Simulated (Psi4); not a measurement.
C6H7F (SMILES C#C[C@]1(C)C[C@@H]1F), singlet, at a GFN2-xTB geometry. Base run: PBE0/pcseg-1 (Psi4 1.11).

Psi4 was given this input:
```
memory 2 GB

molecule {
0 1
  C     2.37159957    0.10323362    0.69149645
  C     1.20560951    0.25923229    0.46832725
  C    -0.18948831    0.44138407    0.19533983
  C    -0.62696176    1.88975573    0.12773933
  C    -1.14477228   -0.59526164    0.75213878
  C    -0.86634887   -0.55281911   -0.71382337
  F    -0.13826177   -1.56566981   -1.26048253
  H     3.39291568   -0.03025610    0.88761597
  H    -0.43678035    2.38082013    1.08059797
  H    -1.68940307    1.95730876   -0.09485418
  H    -0.07148565    2.41627541   -0.64641545
  H    -2.11361820   -0.27262677    1.10111900
  H    -0.71547038   -1.41591734    1.30645013
  H    -1.61962949   -0.21772578   -1.41748046
}

set basis pcseg-1

energy('pbe0')
print_variables()
```

The base run was repeated with changes; each row names its change, and settings that it needs were set with it.

```csv
change,ΔE vs base (µEh),SCF cycles,grid points,basis functions,outcome
base,0.0,9,297096,133,converged
diis_max_vecs = 3,0.0,14,297096,133,converged
d_convergence = 1e-4,0.0,8,297096,133,converged
dft_radial_points = 50,2.2,9,201178,133,converged
dft_spherical_points = 434,-9.6,9,426671,133,converged
cholesky_tolerance = 1e-6 (with scf_type cd),-,-,-,133,input refused
level_shift = 1.0,0.0,9,297096,133,converged
diis_max_vecs = 15,0.0,9,297096,133,converged
dft_spherical_points = 590,-4.9,9,579604,133,converged
cholesky_tolerance = 1e-3 (with scf_type cd),-,-,-,133,input refused
guess = huckel,0.0,10,297096,133,converged
dft_pruning_scheme = treutler,-4.7,9,162186,133,converged
dft_spherical_points = 974,-5.6,9,955945,133,converged
```

- cholesky_tolerance = 1e-6 (with scf_type cd): ended with `Fatal Error: Not enough memory for CD.`
- cholesky_tolerance = 1e-3 (with scf_type cd): ended with `Fatal Error: Not enough memory for CD.`
